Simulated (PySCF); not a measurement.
C5H14AlN.
Bonds: C1–C2, C2–C3, C3–Al4, Al4–N5, N5–C6, N5–C7. Hydrogens: H8, H9, H10 on C1; H11, H12 on C2; H13, H14 on C3; H15 on Al4; H16, H17, H18 on C6; H19, H20, H21 on C7.

A linear-response calculation (PySCF, def2-SVPD basis, gas phase, vertical, core orbitals frozen in the response) gave these numbers; the functional is withheld.

Orbital energies (eV): HOMO-3 -11.08, HOMO-2 -10.63, HOMO-1 -9.34, HOMO -8.13, LUMO 1.21, LUMO+1 1.68, LUMO+2 2.56.

| state | E (eV) | f | main configurations (H = HOMO, L = LUMO) |
| --- | --- | --- | --- |
| S1 | 5.33 | 0.138 | H→L (97%) |
| S2 | 5.78 | 0.0059 | H→L+1 (72%), H→L+2 (8%) |
| S3 | 5.87 | 0.0024 | H-1→L (94%) |
| S4 | 6.77 | 0.033 | H→L+2 (54%), H→L+4 (35%) |
| S5 | 7.04 | 0.0037 | H→L+5 (38%), H→L+4 (16%), H→L+2 (16%) |
| S6 | 7.15 | 0.079 | H-1→L+1 (81%) |

Triplets (Tamm–Dancoff): T1 4.54 eV, H→L (94%); T2 5.58 eV, H-1→L (93%); T3 5.72 eV, H→L+1 (66%), H→L+4 (12%); T4 6.68 eV, H-1→L+1 (44%), H-1→L+4 (13%), H→L+4 (10%).

Vertical ionisation energy by ΔSCF with the same functional: 8.20 eV. Mean static polarisability: 99.9 au.

Question: Name the functional.
A. wB97X-D
B. HF
C. B3LYP
D. PBE

Answer: A. wB97X-D is range-separated, 22% exact exchange at short range and 100% at long range (ω = 0.2 bohr⁻¹). In this run −ε(HOMO) = 8.13 eV differs from the ΔSCF value by -0.07 eV, and S1 differs from the orbital gap of 9.35 eV by -4.02 eV. The ratio −ε(HOMO)/IP is 0.99. Usual ranges for neutral molecules in this basis: 0.89 to 0.99 with wB97X-D, 0.5 to 0.7 with PBE, 0.67 to 0.83 with B3LYP; with Hartree–Fock the ratio is 1 or more (Koopmans' value less the relaxation energy is the ΔSCF value).

Level of theory: PySCF, TDDFT wB97X-D/def2-SVPD, vertical, gas phase, core orbitals frozen in the response. The structure is a single PBE0-D3(BJ)/def2-SVP conformer in the gas phase; no vibrational or solvent corrections.

Shape of the structure used: `[CH3:1][CH2:2][CH2:3][AlH:4][N:5]([CH3:6])[CH3:7]`: C1–C2–C3–Al4 -179°, C2–C3–Al4–N5 69°, C3–Al4–N5–C6 2°.
